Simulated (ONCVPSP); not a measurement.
Transferability test, ONCV potential for Ru

* Element: ruthenium
* Generator: ONCVPSP 4.0.1
* Type: optimised norm-conserving Vanderbilt (ONCV)
* Functional: PBE
* Relativity: scalar-relativistic
* Frozen core: [Ar] 3d10
* Valence charge: 16
* Reference configuration: 4s2 4p6 4d7 (charge +1)
* Partial waves: 4s: rc 1.20 bohr, ncon 3, nbas 7, qcut 5.9 1/bohr, 2 projectors, debl 3.6 Ha; 4p: rc 1.15 bohr, ncon 4, nbas 7, qcut 7.5 1/bohr, 3 projectors, debl 1.8 Ha; 4d: rc 1.75 bohr, ncon 5, nbas 9, qcut 9.3 1/bohr, 2 projectors, debl 3.1 Ha
* Local potential: polynomial inside 1.10 bohr (lpopt 5, dvloc0 3 Ha)
* Core correction: Teter function, fcfact 4.25, rcfact 1.4

In the p channel the program set the typed energies aside and used -1.979, 0.250, 2.050 Ha.

Energies are relative to the spin-unpolarised reference configuration 4s2 4p6 4d7; without spin polarisation the order of configurations can differ from experiment.

Problem. Give the all-electron excitation energy and the error of the potential for: 4s2 4p6 4d7 5s1; 4s2 4p6 4d6; 4s2 4p6 4d5; 4s2 4p6 4d6 5s2.

Solution.

```
valence configuration  charge  ΔE all-electron (eV)  error AE − PS (meV)
      4s2 4p6 4d7 5s1       0                -7.292                 +0.9
          4s2 4p6 4d6      +2                18.186                 -0.3
          4s2 4p6 4d5      +3                48.809                 +0.8
      4s2 4p6 4d6 5s2       0                -5.592                 -0.5
```

Levels in the configuration 4s2 4p6 4d7 5s1:

```csv
level,all-electron (eV),pseudo (eV)
4s,-76.371,-76.349
4p,-46.416,-46.412
4d,-5.202,-5.203
5s,-4.240,-4.239
```

Note: ghosts flagged at negative energy: p at -5286.0 eV; no localised positive-energy state flagged. A true bound ghost makes a file unfit for plane-wave use.
